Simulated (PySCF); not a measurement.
CH12Ge3Si, singlet, geometry from GFN2-xTB; DF-CAMB3LYP/pcseg-1 (PySCF).

The PySCF input:
```python
from pyscf import gto, scf, dft

mol = gto.Mole()
mol.atom = '''
    C     0.08281699   -0.28131997   -2.01429912
    Si    0.00698040   -0.01083440   -0.12785220
    Ge   -0.07890681    2.31142261    0.28733631
    Ge   -1.93282258   -1.07245937    0.70061764
    Ge    1.94369177   -0.95385086    0.83840224
    H    -0.79411790    0.13595440   -2.50420290
    H     0.12736804   -1.34094531   -2.25580028
    H     0.96213671    0.19549522   -2.44162788
    H     1.05377114    2.85025319    1.11288727
    H    -1.30135180    2.78050908    1.02243798
    H    -0.05737289    3.17413105   -0.94167945
    H    -2.91545856   -0.15945891    1.37563687
    H    -2.76203945   -1.77392552   -0.33644649
    H    -1.68259582   -2.13862739    1.72805241
    H     2.89339752   -1.58634576   -0.13791303
    H     2.81033158    0.01289211    1.59283439
    H     1.68790267   -2.04666156    1.83601237
'''
mol.basis = 'pcseg-1'
mol.verbose = 4
mol.max_memory = 1800
mol.build()

mf = dft.RKS(mol)
mf.xc = 'camb3lyp'
mf = mf.density_fit(auxbasis='def2-universal-jkfit')
mf.kernel()
```

The log (banner, timings and long lists left out):

```
PySCF version 2.14.0

[INPUT] verbose = 4
[INPUT] num. atoms = 17
[INPUT] num. electrons = 128
[INPUT] charge = 0
[INPUT] spin (= nelec alpha-beta = 2S) = 0
[INPUT] symmetry False subgroup None
[INPUT] Mole.unit = angstrom
[INPUT] Symbol           X                Y                Z      unit          X                Y                Z       unit  Magmom
[INPUT]  1 C      0.082816990000  -0.281319970000  -2.014299120000 AA    0.156501429561  -0.531617696671  -3.806473669752 Bohr   0.0
[INPUT]  2 Si     0.006980400000  -0.010834400000  -0.127852200000 AA    0.013191044240  -0.020474048724  -0.241605642423 Bohr   0.0
[INPUT]  3 Ge    -0.078906810000   2.311422610000   0.287336310000 AA   -0.149112260263   4.367955691027   0.542986931543 Bohr   0.0
[INPUT]  4 Ge    -1.932822580000  -1.072459370000   0.700617640000 AA   -3.652505323575  -2.026654489024   1.323975457639 Bohr   0.0
[INPUT]  5 Ge     1.943691770000  -0.953850860000   0.838402240000 AA    3.673045115871  -1.802516889081   1.584350615822 Bohr   0.0
[INPUT]  6 H     -0.794117900000   0.135954400000  -2.504202900000 AA   -1.500665341615   0.256916581430  -4.732257641342 Bohr   0.0
[INPUT]  7 H      0.127368040000  -1.340945310000  -2.255800280000 AA    0.240690712623  -2.534019383920  -4.262844720917 Bohr   0.0
[INPUT]  8 H      0.962136710000   0.195495220000  -2.441627880000 AA    1.818174876290   0.369432424462  -4.614007991302 Bohr   0.0
[INPUT]  9 H      1.053771140000   2.850253190000   1.112887270000 AA    1.991338852571   5.386197914768   2.103052147815 Bohr   0.0
[INPUT] 10 H     -1.301351800000   2.780509080000   1.022437980000 AA   -2.459198493710   5.254400648066   1.932127761554 Bohr   0.0
[INPUT] 11 H     -0.057372890000   3.174131050000  -0.941679450000 AA   -0.108419049075   5.998238367978  -1.779516257631 Bohr   0.0
[INPUT] 12 H     -2.915458560000  -0.159458910000   1.375636870000 AA   -5.509418205919  -0.301333668022   2.599576931154 Bohr   0.0
[INPUT] 13 H     -2.762039450000  -1.773925520000  -0.336446490000 AA   -5.219498105744  -3.352233398177  -0.635791721671 Bohr   0.0
[INPUT] 14 H     -1.682595820000  -2.138627390000   1.728052410000 AA   -3.179645278138  -4.041420049593   3.265545783795 Bohr   0.0
[INPUT] 15 H      2.893397520000  -1.586345760000  -0.137913030000 AA    5.467728882296  -2.997759025265  -0.260617855709 Bohr   0.0
[INPUT] 16 H      2.810331580000   0.012892110000   1.592834390000 AA    5.310757005416   0.024362557068   3.010020758889 Bohr   0.0
[INPUT] 17 H      1.687902670000  -2.046661560000   1.836012370000 AA    3.189673771222  -3.867629818075   3.469560540614 Bohr   0.0

nuclear repulsion = 1093.04728947587
number of shells = 39
number of NR pGTOs = 399
number of NR cGTOs = 173
basis = pcseg-1
ecp = {}

******** <class 'pyscf.df.df_jk.DFRKS'> ********
method = DFRKS
initial guess = minao
damping factor = 0
level_shift factor = 0
DIIS = <class 'pyscf.scf.diis.CDIIS'>
diis_start_cycle = 1
diis_space = 8
diis_damp = 0
SCF conv_tol = 1e-09
SCF conv_tol_grad = None
SCF max_cycles = 50
direct_scf = False
XC library pyscf.dft.libxc version 7.1.2
    S. Lehtola, C. Steigemann, M. J. T. Oliveira, and M. A. L. Marques,  SoftwareX 7, 1–5 (2018)
XC functionals = camb3lyp
    T. Yanai, D. P. Tew, and N. C. Handy,  Chem. Phys. Lett. 393, 51 (2004)
radial grids:
    Treutler-Ahlrichs [JCP 102, 346 (1995); DOI:10.1063/1.469408] (M4) radial grids

becke partition: Becke, JCP 88, 2547 (1988); DOI:10.1063/1.454033
pruning grids: <function nwchem_prune>
grids dens level: 3
symmetrized grids: False
atomic radii adjust function: <function treutler_atomic_radii_adjust>
small_rho_cutoff = 0
Set gradient conv threshold to 3.16228e-05
Initial guess from minao.
tot grids = 212920
******** <class 'pyscf.df.df.DF'> ********
auxbasis = def2-universal-jkfit
Create RSH-DF object <pyscf.df.df.DF object> for omega=0.33
******** <class 'pyscf.df.df.DF'> ********
auxbasis = auxmol.basis = def2-universal-jkfit
init E= -6563.58852842896
  HOMO = -0.29682049757867  LUMO = -0.0387013674022607  gap/eV = 7.02378
cycle= 1 E= -6565.41607048586  delta_E= -1.83  |g|= 0.317  |ddm|= 4.08
  HOMO = -0.364808109196028  LUMO = -0.0135336056298891  gap/eV = 9.55867
cycle= 2 E= -6565.4305776884  delta_E= -0.0145  |g|= 0.232  |ddm|= 0.681
  HOMO = -0.340283271305025  LUMO = 0.00627285914764286  gap/eV = 9.43027
cycle= 3 E= -6565.44558019709  delta_E= -0.015  |g|= 0.0378  |ddm|= 0.303
  HOMO = -0.340837626607424  LUMO = 0.00695839295800837  gap/eV = 9.46401
cycle= 4 E= -6565.44600000571  delta_E= -0.00042  |g|= 0.0118  |ddm|= 0.0644
  HOMO = -0.34288548673124  LUMO = 0.00572576525482349  gap/eV = 9.48620
cycle= 5 E= -6565.44604145309  delta_E= -4.14e-05  |g|= 0.00196  |ddm|= 0.0189
  HOMO = -0.342464391529641  LUMO = 0.00611667708718144  gap/eV = 9.48537
cycle= 6 E= -6565.44604292366  delta_E= -1.47e-06  |g|= 0.000529  |ddm|= 0.0038
  HOMO = -0.342539611374297  LUMO = 0.00607021155560306  gap/eV = 9.48616
cycle= 7 E= -6565.44604304134  delta_E= -1.18e-07  |g|= 7.4e-05  |ddm|= 0.00125
  HOMO = -0.342544877318582  LUMO = 0.00606805501027408  gap/eV = 9.48624
cycle= 8 E= -6565.44604304447  delta_E= -3.14e-09  |g|= 1.58e-05  |ddm|= 0.000262
  HOMO = -0.34254537572018  LUMO = 0.00606823413693602  gap/eV = 9.48626
cycle= 9 E= -6565.44604304461  delta_E= -1.35e-10  |g|= 4.88e-06  |ddm|= 5.34e-05
  HOMO = -0.342545436674877  LUMO = 0.00606817886809763  gap/eV = 9.48626
Extra cycle  E= -6565.44604304463  delta_E= -2.64e-11  |g|= 2.47e-06  |ddm|= 1.92e-05
converged SCF energy = -6565.44604304463
```
